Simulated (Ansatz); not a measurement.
CuSiAsH₆⁻, that is Cu(AsH3)(SiH3) with one electron more. The state is a doublet with charge -1. Geometry PBE0-D4/def2-SVP, that of the neutral singlet; atoms count from 1.

Cartesian coordinates in Å:
```
Cu 0.0744 0.0238 0.0087
As -2.2604 -0.3211 -0.0941
H -3.1643 0.7159 -0.7219
H -3.0640 -0.5129 1.1724
H -2.8163 -1.5141 -0.8385
Si 2.3435 0.3385 0.1000
H 3.0258 0.3571 -1.2450
H 3.0896 -0.7199 0.8733
H 2.7717 1.6327 0.7452
```

The highest occupied level of the charge -1 doublet lies above zero (up to 1.65 eV). By energy differences it is unbound by 0.24 eV (vertical, to the charge 0 singlet, at PBE0-D4/def2-TZVPD) and held by the finite basis.

Q: Estimate the Mulliken populations from the PBE0/def2-TZVPD orbitals of Ansatz.

A: 
```json
{"atom": "Cu1", "charge (e)": "-1.20", "spin (α − β)": "0.61", "d electrons": "9.83"}
{"atom": "As2", "charge (e)": "-0.43", "spin (α − β)": "0.25", "d electrons": "–"}
{"atom": "H3", "charge (e)": "0.21", "spin (α − β)": "-0.02", "d electrons": "–"}
{"atom": "H4", "charge (e)": "0.21", "spin (α − β)": "-0.03", "d electrons": "–"}
{"atom": "H5", "charge (e)": "0.13", "spin (α − β)": "0.20", "d electrons": "–"}
{"atom": "Si6", "charge (e)": "0.31", "spin (α − β)": "-0.05", "d electrons": "–"}
{"atom": "H7", "charge (e)": "-0.08", "spin (α − β)": "0.01", "d electrons": "–"}
{"atom": "H8", "charge (e)": "-0.08", "spin (α − β)": "0.01", "d electrons": "–"}
{"atom": "H9", "charge (e)": "-0.08", "spin (α − β)": "0.02", "d electrons": "–"}
```
Mulliken values and Mayer orders depend strongly on the basis. With diffuse functions, as here, like atoms can get unlike values, and bond orders can come out too low or too high.

Q: Where does the spin sit?

A: Summed by element: Cu 0.61, As 0.25, H 0.19, Si -0.05, of 1 unpaired in all. Largest on single atoms: Cu1 0.61, As2 0.25, H5 0.20.

Q: And the Mayer bond orders between bonded heavy atoms (over 0.3)?

A: Cu1–As2 1.00 (2.36 Å); Cu1–Si6 0.78 (2.29 Å).
